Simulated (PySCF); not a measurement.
C4H5F2NO.
SMILES with atom numbers: `[H]/[N:4]=[CH:3]\[C:2](=[CH2:1])[O:5][CH:6]([F:7])[F:8]` (hydrogens: H9, H10 on C1; H11 on C3; H12 on N4; H13 on C6)

The closed-shell SCF was solved with PySCF and density fitting under several settings on one GFN2-xTB geometry (grid level 2 and gas phase unless stated).

```json
{"settings": "WP04/def2-SVPD", "basis functions": "209", "SCF cycles": "16", "E (Eh)": "-494.4539", "HOMO (eV)": "-9.07", "LUMO (eV)": "-3.86", "dipole (D)": "3.28"}
{"settings": "PBE0/6-311+G(2d,p)", "basis functions": "246", "SCF cycles": "14", "E (Eh)": "-484.6911", "HOMO (eV)": "-7.99", "LUMO (eV)": "-1.70", "dipole (D)": "3.09"}
```

Task: Estimate the rows for these settings: (1) PBE0/def2-SVPD; (2) KT2/pcSseg-1; (3) PBE0/6-31++G**.

Result: 
| settings | basis functions | SCF cycles | E (Eh) | HOMO (eV) | LUMO (eV) | dipole (D) |
| --- | --- | --- | --- | --- | --- | --- |
| PBE0/def2-SVPD | 209 | 14 | -484.2086 | -7.99 | -1.72 | 3.11 |
| KT2/pcSseg-1 | 161 | 17 | -492.2724 | -6.54 | -2.50 | 2.80 |
| PBE0/6-31++G** | 174 | 14 | -484.5606 | -7.98 | -1.68 | 3.17 |

Task: Over all rows, what range does the HOMO–LUMO gap span?

Result: From 4.04 eV (KT2/pcSseg-1) to 6.30 eV (PBE0/6-31++G**). The functional of the narrowest has no exact exchange, that of the widest 25 % exact exchange.

Task: Compare two rows with the functional PBE0: PBE0/6-311+G(2d,p) and PBE0/6-31++G**. Which energy is lower, and by how much?

Result: PBE0/6-311+G(2d,p) (246 functions) lies 0.1305 Eh or 82 kcal/mol below PBE0/6-31++G** (174 functions).

Whole jobs, the steps after the SCF included, on one thread, Arm Neoverse V1 (aarch64), on a shared host:

| settings | work after the SCF | wall time | peak memory |
| --- | --- | --- | --- |
| WP04/def2-SVPD | spin–spin couplings from 12 perturbed nuclei, spin–dipole term for 3 of them | 68 s | 0.82 GiB |
| PBE0/6-311+G(2d,p) | shieldings, charges and field gradients | 40 s | 0.98 GiB |
| PBE0/def2-SVPD | 6 singlets by full TDDFT, polarisability | 33 s | 0.88 GiB |
| KT2/pcSseg-1 | 3 singlets by full TDDFT, polarisability | 27 s | 0.53 GiB |
| PBE0/6-31++G** | 25 singlets by full TDDFT, 2 Tamm–Dancoff triplets, polarisability | 55 s | 0.85 GiB |

Cycle counts include a coarse-grid stage where the run had one. All basis functions are spherical, in the Pople sets too. KT2 and WP04 were designed for NMR shieldings or shifts; total energies of different functionals aren't comparable.

The values belong to the conformer `[H]/[N:4]=[CH:3]\[C:2](=[CH2:1])[O:5][CH:6]([F:7])[F:8]`: C1–C2–C3–N4 -179°, C1–C2–O5–C6 11°, C2–O5–C6–F7 167°.
